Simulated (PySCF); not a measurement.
Isomers of C3H8F3NSi2, one GFN2-xTB conformer each. Single-point energies are computed at PBE0/pcSseg-1 (PySCF, gas phase, no added dispersion term), electronic only.

| SMILES | GFN2-xTB relative energy (kJ/mol) |
| --- | --- |
| FC(F)=C(F)C[SiH2]N[SiH3] | 124.7 |
| C[Si@@](N)([SiH3])C(F)=C(F)F | 273.5 |
| FC(F)(F)[C@@H]1C[SiH2]N[SiH2]1 | 0.0 |

Conformers: `[F:1][C:2]([F:3])=[C:4]([F:5])[CH2:6][SiH2:7][NH:8][SiH3:9]` with C2–C4–C6–Si7 -100°, C4–C6–Si7–N8 -62°, C6–Si7–N8–Si9 -176°; `[CH3:1][Si@@:2]([NH2:3])([SiH3:4])[C:5]([F:6])=[C:7]([F:8])[F:9]` with C1–Si2–N3–H 178° and -39°, C1–Si2–C5–F6 126°; `[F:1][C:2]([F:3])([F:4])[C@@H:5]1[CH2:6][SiH2:7][NH:8][SiH2:9]1` with C2–C5–C6–Si7 -160°, C5–C6–Si7–N8 27°, C6–Si7–N8–Si9 -7°, Si7–N8–Si9–C5 -10°.

**Question.** What does PBE0/pcSseg-1 give for the same structures?

**Answer.** 
```csv
SMILES,PBE0/pcSseg-1 E (Eh),PBE0/pcSseg-1 (kJ/mol),GFN2-xTB (kJ/mol),point group
FC(F)(F)[C@@H]1C[SiH2]N[SiH2]1,-1051.68156,0.0,0.0,C1
FC(F)=C(F)C[SiH2]N[SiH3],-1051.60230,208.1,124.7,C1
C[Si@@](N)([SiH3])C(F)=C(F)F,-1051.59871,217.5,273.5,C1
```

Both levels put the same isomer lowest; measured from each level's own lowest isomer, the values differ by up to 83.4 kJ/mol (FC(F)=C(F)C[SiH2]N[SiH3]: 124.7 against 208.1). As drawn, the highest has an Si–Si bond and a C=C bond outside aromatic rings, which the lowest lacks. Neighbours under 10 kJ/mol apart (FC(F)=C(F)C[SiH2]N[SiH3] and C[Si@@](N)([SiH3])C(F)=C(F)F) can change places with a better method, another conformer or zero-point energy.

**Question.** Which frontier levels, dipoles and rotational constants go with these structures?

**Answer.** 
```json
{"SMILES": "FC(F)(F)[C@@H]1C[SiH2]N[SiH2]1", "HOMO (eV, PBE0/pcSseg-1)": "-7.53", "LUMO (eV)": "0.14", "dipole (D)": "2.95", "A, B, C (MHz)": "2115, 803.0, 663.8"}
{"SMILES": "FC(F)=C(F)C[SiH2]N[SiH3]", "HOMO (eV, PBE0/pcSseg-1)": "-7.06", "LUMO (eV)": "0.02", "dipole (D)": "1.48", "A, B, C (MHz)": "2209, 493.9, 452.3"}
{"SMILES": "C[Si@@](N)([SiH3])C(F)=C(F)F", "HOMO (eV, PBE0/pcSseg-1)": "-7.24", "LUMO (eV)": "-0.24", "dipole (D)": "1.95", "A, B, C (MHz)": "1384, 758.0, 675.3"}
```
